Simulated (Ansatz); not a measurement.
`C[Se][SiH](F)Cl` + HI → `F[SiH](Cl)I` + `C[SeH]` at 298.15 K and 1 bar (ligand exchange at the Si–Se bond).

Isolated molecules relaxed with PBE0-D4/def2-TZVP in Ansatz; ΔE leaves out vibrations. CCSD(T)/CBS is the MP2 limit (def2-TZVPP, def2-QZVPP) plus CCSD(T) − MP2 in def2-TZVPP, frozen cores. def2 core potentials past Kr. For I, Se outer-core shells are correlated without core-valence functions, which leaves a few kJ/mol of doubt a bond. Scalar relativity is left out up to krypton. Each species was taken in one conformer, which may not be the lowest.

```csv
species,CCSD(T)/CBS energy (Eh),H − E (kJ/mol),S (J/(mol·K))
`C[Se][SiH](F)Cl`,-3289.96087,159.3,380.1
HI,-298.03592,22.7,206.5
`F[SiH](Cl)I`,-1146.84711,54.4,332.3
`C[SeH]`,-2441.15625,129.5,267.5
```

H − E and S are ideal-gas, rigid-rotor, harmonic terms from PBE0-D4/def2-TZVP, for one conformer and one mirror image of each species. 1 Eh = 2625.50 kJ/mol, R = 8.31446 J/(mol·K).

Task: By hand: ΔE, ΔH, ΔS and ΔG.

Result: ΔE = (-1146.84711) + (-2441.15625) − (-3289.96087) − (-298.03592) = -0.00657 Eh = -17.2 kJ/mol. Δ(H − E) = 54.4 + 129.5 − 159.3 − 22.7 = 1.9, so ΔH = -15.3 kJ/mol. ΔS = 332.3 + 267.5 − 380.1 − 206.5 = 13.2 J/(mol·K). ΔG = -15.3 − 298.15 × (13.2)/1000 = -19.2 kJ/mol.

Task: By hand: the equilibrium constant, and the temperature at which ΔG would vanish if ΔH and ΔS stayed fixed.

Result: log₁₀ K = −ΔG/(RT ln 10) = 3.4. ΔH and −TΔS have one sign here, so there is no such temperature.

The number of gas molecules stays the same, so ΔS is small and ΔH decides. A doubt of 5 kJ/mol in ΔE shifts log₁₀ K by 0.9 here. Other conformers and mirror images would add mixing entropy, several J/(mol·K) or more a flexible species. Modes under 60 cm⁻¹, often nearly free rotors, make the harmonic entropy too high. These are equilibria of isolated gas molecules and say nothing of rates. Largest T1 diagnostic: 0.010 (customary marks: 0.02 for closed shells, 0.045 for open ones).
